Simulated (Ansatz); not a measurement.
The cluster CaSi₂. Charge 0, multiplicity 5. Geometry PBE-D4/def2-TZVP; atoms count from 1.

```xyz
3

Ca    0.702    1.753    0.139
Si    0.383   -1.103   -0.918
Si   -1.085   -0.650    0.780
```

At PBE0-D4/def2-TZVP a singlet of charge 0 lies 2.08 eV below the quintet, each at its own geometry. The structure comes from a short search, and lower isomers may exist.

(1) Estimate the Mulliken populations from the PBE0/def2-TZVP orbitals of Ansatz.

(2) Where does the spin sit?

(3) And the Mayer bond orders between heavy atoms (over 0.3)?

## Answers

(1) 
```
atom  charge (e)  spin (α − β)
 Ca1        0.35          1.16
 Si2       -0.18          1.42
 Si3       -0.18          1.42
```
Mulliken values depend strongly on the basis.

(2) Summed by element: Ca 1.16, Si 2.84, of 4 unpaired in all. Largest on single atoms: Si2 1.42, Si3 1.42, Ca1 1.16.

(3) Ca1–Si2 0.54 (3.06 Å); Ca1–Si3 0.54 (3.06 Å); Si2–Si3 1.64 (2.29 Å).
